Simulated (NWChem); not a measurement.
System: CH$_{6}$GeO; SMILES [GeH3][O]C

NWChem input:

```
start job
memory heap 200 mb stack 900 mb global 1100 mb
geometry units angstroms noautoz
  Ge    -0.000532     0.702049     0.000000
  O     -0.626778    -0.966385     0.000000
  C      0.262378    -2.044606     0.000000
  H     -1.249799     1.588486     0.000000
  H      0.859144     0.922031     1.263026
  H      0.859144     0.922031    -1.263026
  H      0.916966    -2.060268     0.894153
  H     -0.320555    -2.979680     0.000000
  H      0.916966    -2.060268    -0.894153
end
basis spherical
  * library def2-svpd
end
dft
  xc xpbe96 cpbe96
  iterations 150
end
tddft
  cis
  nroots 6
  notriplet
end
task tddft energy
```

Parts of the log:

```
             Northwest Computational Chemistry Package (NWChem) 7.3.0
             --------------------------------------------------------

 CS  symmetry detected

                             Geometry "geometry" -> ""
                             -------------------------

 Output coordinates in angstroms (scale by  1.889725989 to convert to a.u.)

  No.       Tag          Charge          X              Y              Z
 ---- ---------------- ---------- -------------- -------------- --------------
    1 Ge                  32.0000     0.02556297     0.72522529     0.00000000
    2 O                    8.0000    -0.59545137    -0.94516307     0.00000000
    3 C                    6.0000     0.29707923    -2.02059231     0.00000000
    4 H                    1.0000    -1.22647584     1.60774294     0.00000000
    5 H                    1.0000     0.88454536     0.94790029     1.26302600
    6 H                    1.0000     0.88454536     0.94790029    -1.26302600
    7 H                    1.0000     0.95171310    -2.03420287     0.89415300
    8 H                    1.0000    -0.28292054    -2.95748853     0.00000000
    9 H                    1.0000     0.95171310    -2.03420287    -0.89415300

 Effective nuclear repulsion energy (a.u.)     204.6829488395

      Symmetry information
      --------------------

 Group name             Cs
 Group number              2
 Group order               2
 No. of unique centers     7

  pbe96 is a nonlocal functional; adding pw91lda local functional.

                                 NWChem DFT Module
                                 -----------------

 Summary of "ao basis" -> "ao basis" (spherical)
 ------------------------------------------------------------------------------
       Tag                 Description            Shells   Functions and Types
 ---------------- ------------------------------  ------  ---------------------
 Ge                        def2-svpd                14       38   6s4p4d
 O                         def2-svpd                 9       23   4s3p2d
 C                         def2-svpd                 8       20   4s2p2d
 H                         def2-svpd                 4        8   2s2p

      Symmetry analysis of basis
      --------------------------

        a'         84
        a"         45

            General Information
            -------------------
          SCF calculation type: DFT
          Wavefunction type:  closed shell.
          No. of atoms     :     9
          No. of electrons :    52
           Alpha electrons :    26
            Beta electrons :    26
          Charge           :     0
          Spin multiplicity:     1
          Use of symmetry is: off; symmetry adaption is: on
          Maximum number of iterations: 150
          AO basis - number of functions:   129
                     number of shells:    55
          Convergence on energy requested:  1.00D-06
          Convergence on density requested:  1.00D-05
          Convergence on gradient requested:  5.00D-04

              XC Information
              --------------
          PerdewBurkeErnzerhof Exchange Functional  1.000
            Perdew 1991 LDA Correlation Functional  1.000 local
           PerdewBurkeErnz. Correlation Functional  1.000 non-local

             Grid Information
             ----------------
          Grid used for XC integration:  medium
          Radial quadrature: Mura-Knowles
          Angular quadrature: Lebedev.
          Tag              B.-S. Rad. Rad. Pts. Rad. Cut. Ang. Pts.
          ---              ---------- --------- --------- ---------
          Ge                  1.25      112          11.0       590
          O                   0.60       49          10.0       434
          C                   0.70       49          11.0       434
          H                   0.35       45          12.0       434
          Grid pruning is: on
          Number of quadrature shells:   480
          Spatial weights used:  Erf1

      Superposition of Atomic Density Guess
      -------------------------------------

 Sum of atomic energies:       -2190.35866016

[...]

                                NWChem TDDFT Module
                                -------------------

            General Information
            -------------------
           No. of orbitals :     258
            Alpha orbitals :     129
             Beta orbitals :     129
        Alpha frozen cores :       0
         Beta frozen cores :       0
     Alpha frozen virtuals :       0
      Beta frozen virtuals :       0
         Spin multiplicity :       1
    Number of AO functions :     129
        Use of symmetry is : off
      Symmetry adaption is : on
         Schwarz screening :  0.10D-07

              XC Information
              --------------
   PerdewBurkeErnzerhof Exchange Functional   1.00
     Perdew 1991 LDA Correlation Functional   1.00 local
    PerdewBurkeErnz. Correlation Functional   1.00 non-local

             TDDFT Information
             -----------------
          Calculation type : Tamm-Dancoff TDDFT
         Wavefunction type : Restricted singlets
          No. of electrons :      52
           Alpha electrons :      26
            Beta electrons :      26
              No. of roots :       6
          Max subspacesize :    5200
            Max iterations :     100
               Target root :       1
           Target symmetry : none
      Symmetry restriction : off
                 Algorithm : Optimal
        Davidson threshold :  0.10D-03

    6 smallest eigenvalue differences (eV)
--------------------------------------------------------
  No. Spin  Occ  Vir  Irrep   E(Occ)    E(Vir)   E(Diff)
--------------------------------------------------------
    1    1   26   27 a"       -0.230    -0.027     5.513
    2    1   26   28 a"       -0.230    -0.013     5.917
    3    1   25   27 a'       -0.260    -0.027     6.341
    4    1   25   28 a'       -0.260    -0.013     6.745
    5    1   26   29 a"       -0.230     0.019     6.776
    6    1   26   30 a'       -0.230     0.029     7.056
--------------------------------------------------------

  Entering Davidson iterations
  Restricted singlet excited states

  Iter   NTrls   NConv    DeltaV     DeltaE      Time
  ----  ------  ------  ---------  ---------  ---------
    1      6       0     0.17E+00   0.10+100       13.3
    2     12       0     0.55E-01   0.25E-01        8.8
    3     18       0     0.21E-01   0.37E-02        9.0
    4     24       3     0.36E-02   0.58E-03       10.4
    5     27       4     0.43E-03   0.14E-04        7.8
    6     29       6     0.99E-04   0.33E-06       10.1
  ----  ------  ------  ---------  ---------  ---------
  Convergence criterion met

  Ground state a'      -2193.131083047419 a.u.

  ----------------------------------------------------------------------------
  Root   1 singlet a"             0.206748877 a.u.                5.6259 eV
  ----------------------------------------------------------------------------
     Transition Moments    X -0.00000   Y -0.00000   Z  0.02483
     Dipole Oscillator Strength                    0.0000849490
     Electric Quadrupole                           0.0000000535
     Magnetic Dipole                               0.0000003142
     Total Oscillator Strength                     0.0000853167

     Occ.   26  a"  ---  Virt.   27  a'       0.98822
     Occ.   26  a"  ---  Virt.   28  a'      -0.14474
  ----------------------------------------------------------------------------
  Root   2 singlet a"             0.220300102 a.u.                5.9947 eV
  ----------------------------------------------------------------------------
     Transition Moments    X  0.00000   Y  0.00000   Z -0.40375
     Dipole Oscillator Strength                    0.0239411339
     Electric Quadrupole                           0.0000001273
     Magnetic Dipole                               0.0000000232
     Total Oscillator Strength                     0.0239412844

     Occ.   26  a"  ---  Virt.   27  a'       0.14291
     Occ.   26  a"  ---  Virt.   28  a'       0.98536
  ----------------------------------------------------------------------------
  Root   3 singlet a'             0.239896751 a.u.                6.5279 eV
  ----------------------------------------------------------------------------
     Transition Moments    X -0.01162   Y -0.36188   Z -0.00000
     Dipole Oscillator Strength                    0.0209658869
     Electric Quadrupole                           0.0000001438
     Magnetic Dipole                               0.0000000126
     Total Oscillator Strength                     0.0209660433

     Occ.   25  a'  ---  Virt.   27  a'       0.94841
     Occ.   25  a'  ---  Virt.   28  a'      -0.27638
     Occ.   26  a"  ---  Virt.   30  a"      -0.11561
  ----------------------------------------------------------------------------
  Root   4 singlet a"             0.250420944 a.u.                6.8143 eV
  ----------------------------------------------------------------------------
     Transition Moments    X  0.00000   Y  0.00000   Z  0.02327
     Dipole Oscillator Strength                    0.0000904164
     Electric Quadrupole                           0.0000001728
     Magnetic Dipole                               0.0000013619
     Total Oscillator Strength                     0.0000919511

     Occ.   26  a"  ---  Virt.   29  a'      -0.99578
  ----------------------------------------------------------------------------
  Root   5 singlet a'             0.252651565 a.u.                6.8750 eV
  ----------------------------------------------------------------------------
     Transition Moments    X -0.31256   Y -0.33543   Z  0.00000
     Dipole Oscillator Strength                    0.0354057841
     Electric Quadrupole                           0.0000000375
     Magnetic Dipole                               0.0000000060
     Total Oscillator Strength                     0.0354058275

[...]
```

Level: PBE/def2-SVPD, TDA. Geometry: optimised at PBE0/def2-SVP.
